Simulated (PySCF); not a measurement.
B2H4O, SMILES BOB. Atoms are numbered in the order given.

```xyz
7

O      0.0000     0.0000     0.0000
B      0.0000     0.0000    -1.3342
H     -0.7412     0.7412    -1.9043
H      0.7412    -0.7412    -1.9043
B      0.0000     0.0000     1.3342
H     -0.7412    -0.7412     1.9043
H      0.7412     0.7412     1.9043
```

Coordinates come from a B3LYP-D3(BJ)/def2-TZVP optimisation.

Two levels are set side by side: PBE/pcSseg-2 (PySCF) and PBE0/pcSseg-2 (PySCF). GIAO shifts against BF3 (¹¹B), H2O (¹⁷O), TMS (¹H) at the same level; non-relativistic, no solvent, atoms listed together averaged. Differences are taken from unrounded values.

```
quantity                        PBE0    PBE  PBE minus PBE0
-----------------------------  -----  -----  --------------
δ(¹⁷O) of O1 (ppm)             343.4  370.0            26.6
δ(¹¹B) of B2, B5 (ppm)          33.9   33.0            -1.0
δ(¹H) of H3, H4, H6, H7 (ppm)   5.57   5.71            0.14
```

Rough cost on one machine, each run with all the roots and properties that it gave: PBE0 against PBE within a factor of 2.
